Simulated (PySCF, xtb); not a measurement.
TeCl4, SMILES Cl[Te](Cl)(Cl)Cl.

Geometry: PBE0-D3(BJ)/def2-SVP. The isomer is the one that the SMILES or the coordinates give; other isomers of the formula were not compared. The def2 effective core potentials stand for the cores of Te; spin–orbit coupling is left out.

Computed with C-PCM-ωB97X/def2-SVP (PySCF).

The values are the electrostatic part of the solvation free energy, E(continuum) − E(gas) at the gas-phase geometry, in a cavity of scaled van der Waals radii (PySCF's table); cavitation and dispersion terms are not included. In vacuum the orbital gap is 8.73 eV. The dipole moment in vacuum is 1.41 D.

```json
[
 {"solvent": "water", "ε": "78.36", "ΔG(elec) (kcal/mol)": "-6.9", "dipole (D)": "2.01", "gap (eV)": "8.98"},
 {"solvent": "tetrahydrofuran", "ε": "7.43", "ΔG(elec) (kcal/mol)": "-5.9", "dipole (D)": "1.92", "gap (eV)": "8.95"},
 {"solvent": "dichloromethane", "ε": "8.93", "ΔG(elec) (kcal/mol)": "-6.1", "dipole (D)": "1.93", "gap (eV)": "8.96"}
]
```

For comparison, GFN2-xTB/ALPB(water) (xtb, at the GFN2-xTB geometry, all terms of that model) gives -1.4 kcal/mol.
